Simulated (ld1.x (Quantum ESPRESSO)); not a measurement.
## Before and after: RRKJ potential for C

carbon (C), norm-conserving RRKJ (Kleinman–Bylander form), made with ld1.x (Quantum ESPRESSO) 7.5 (BLYP, non-relativistic). Core [He], reference 2s2 2p0 (charge +2). Waves: 2p (bound, empty): rc 1.90 bohr; 3d channel at 0.05 Ry: rc 1.70 bohr; 2s (bound): rc 1.25 bohr. Local part: the s channel. Core correction: a·sin(br)/r model core, default radius (core density twice the valence density). rho0 = 0.01.

Change: wave 2p (bound): rc 1.90 bohr becomes 2p (bound): rc 2.82 bohr.

Cutoffs: the cutoffs (Ry, on a coarse ladder) from which the occupation-weighted sum of valence levels, in a spherical-Bessel basis at the reference potential, stays within 10 and 1 mRy of its value at 400 Ry; they do not see the model core or the augmentation charge, which bear on the density cutoff. Errors are all-electron minus pseudo energies relative to the spin-unpolarised reference configuration.

Q: How do hardness, ghosts and transferability respond?

A: The potential gets neither clearly harder nor softer (35 Ry and 90 Ry → 35 Ry and 90 Ry); of the 7 tests that both files solve, the error grows in 6 and shrinks in 0 by more than 15 % and 0.3 meV (median size 273.9 → 1181.3 meV); neither file shows a bound ghost. More of the atom is replaced by a form fitted at one configuration, so other configurations suffer.

| quantity | base | changed |
| --- | --- | --- |
| cutoff, loose | 35 Ry | 35 Ry |
| cutoff, tight | 90 Ry | 90 Ry |
| bound ghosts | none | none |
| error for 2s2 2p2, meV [ΔE -35.01 eV] | +298 | +1548 |
| error for 2s2 2p1, meV [ΔE -24.18 eV] | +139 | +617 |
| error for 2s1 2p0, meV [ΔE 48.13 eV] | +30 | +30 |
| error for 2s2 2p2.3, meV [ΔE -36.16 eV] | +321 | +1728 |
| error for 2s2 2p1.5, meV [ΔE -31.07 eV] | +232 | +1118 |
| error for 2s0 2p4, meV [ΔE -18.23 eV] | +588 | +2940 |
| error for 2s1 2p2, meV [ΔE -15.55 eV] | +274 | +1181 |
